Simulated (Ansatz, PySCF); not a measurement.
Dimer: HCl (SMILES Cl) (first 2 atoms) with GeH4 (SMILES [GeH4]); geometry from B3LYP-D3(BJ)/def2-TZVP.
(charge 0, multiplicity 1):
```xyz
7

Cl    -0.840     0.825    -0.481
H     -1.077     0.210     0.622
Ge     0.213    -0.080     3.379
H      0.186     1.444     3.550
H     -0.993    -0.503     2.516
H      0.098    -0.772     4.743
H      1.503    -0.511     2.669
```

Basis-set superposition error: the interaction energy with monomers in their own basis, and in the dimer's basis (counterpoise).

Programs: Ansatz (a first-principles code); PySCF for 6-31G* rows. 

```csv
level,uncorrected (kcal/mol),counterpoise (kcal/mol),difference
HF/6-31G*,0.58,0.91,0.33
HF/def2-TZVPPD,0.78,0.88,0.09
revPBE/def2-TZVPPD,0.20,0.30,0.10
PBE0/def2-TZVPPD,-0.68,-0.59,0.09
BHLYP/def2-TZVPPD,-0.25,-0.16,0.08
CAM-B3LYP/def2-TZVPPD,-0.45,-0.36,0.10
wB97X-V/def2-TZVPPD,-1.00,-0.91,0.09
MP2/def2-SVPD,-1.57,-0.60,0.98
SCS-MP2/def2-TZVPPD,-0.83,-0.44,0.39
CCSD(T)/def2-SVPD,-1.52,-0.47,1.05
```

The error is largest for CCSD(T)/def2-SVPD (1.05 kcal/mol) and smallest for BHLYP/def2-TZVPPD (0.08 kcal/mol).
